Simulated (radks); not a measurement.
All-electron atom: the dysprosium ion Dy23+ in [Kr] 4d7. All-electron calculation, Dirac Kohn-Sham, BLYP, spin-unpolarised, spherical densities, finite nucleus; open shells fill j = l - 1/2 first; Fermi nuclear charge, rms radius 5.2218 fm. Program: a radial shooting solver on a logarithmic mesh with Libxc functionals.

Spin-orbit splittings of the eigenvalues, e(l+1/2) - e(l-1/2), with zeta = 2 splitting/(2l+1) and mean radii in bohr:

| shell | occ. | splitting (eV) | zeta (eV) | <r> j=l-1/2 | <r> j=l+1/2 |
|---|---|---|---|---|---|
| 2p | 6 | ? | ? | 0.07438 | 0.08144 |
| 3p | 6 | 167.6 | 111.7 | 0.2229 | 0.2360 |
| 3d | 10 | 36.61 | 14.65 | 0.2085 | 0.2126 |
| 4p | 6 | 44.53 | 29.69 | 0.5034 | 0.5261 |
| 4d | 7 | 9.064 | 3.626 | 0.5290 | 0.5357 |

Estimate the 2p splitting.

Answer. 800.2 eV (zeta = 533.5 eV).
